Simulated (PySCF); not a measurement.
C$_{4}$H$_{11}$O$_{2}$Si (SMILES CCO[SiH]OCC), doublet, geometry from GFN2-xTB. Base run: PySCF with MN15/STO-3G.

Geometry (Å):
```xyz
18

C     -3.2361    -0.4720     0.2146
C     -2.1724     0.1006     1.1393
O     -0.9102     0.1707     0.5588
Si    -0.0893    -0.8928    -0.3738
O      1.4275    -0.3519    -0.4665
C      1.8877     0.9764    -0.5779
C      3.3183     1.0611    -0.0726
H     -4.2052    -0.4428     0.7051
H     -3.2859     0.1087    -0.7029
H     -2.9921    -1.5013    -0.0365
H     -2.4392     1.1240     1.4292
H     -2.1125    -0.5095     2.0507
H     -0.7177    -0.9766    -1.6915
H      1.2385     1.6421    -0.0001
H      1.8383     1.2727    -1.6334
H      3.6904     2.0774    -0.1749
H      3.3592     0.7693     0.9736
H      3.9528     0.3882    -0.6438
```
Charge 0, spin multiplicity 2.
Orbitals are unrestricted.
All else is at PySCF's defaults.
Base energy -589.10863 Eh.

Each row names what was changed in the base input (with any setting that the change needs).

```
change                            ΔE vs base (mEh)  grid points  electrons on the grid
--------------------------------  ----------------  -----------  ---------------------
base                                         0.000       211704               64.99999
grids.level = 7                              0.004      1158224               65.00000
grids.level = 1                             -0.266        64688               64.99997
grids.prune = off                            0.000       336720               64.99999
grids.atom_grid = (150, 974)                 0.004      1457400               65.00000
grids.level = 0                            -98.787        14960               65.00734
grids.radi_method = delley                  -0.001       227592               64.99999
grids.becke_scheme = stratmann              -0.004       211704               64.99999
grids.level = 2                              0.001       138272               64.99993
grids.radi_method = mura_knowles            -0.004       201904               64.99999
grids.atom_grid = (50, 194)                 -0.124       118728               64.99998
```

Open shells are given as the SCF converged; they aren't shown to be the lowest states, and a large step between rows can be another state.
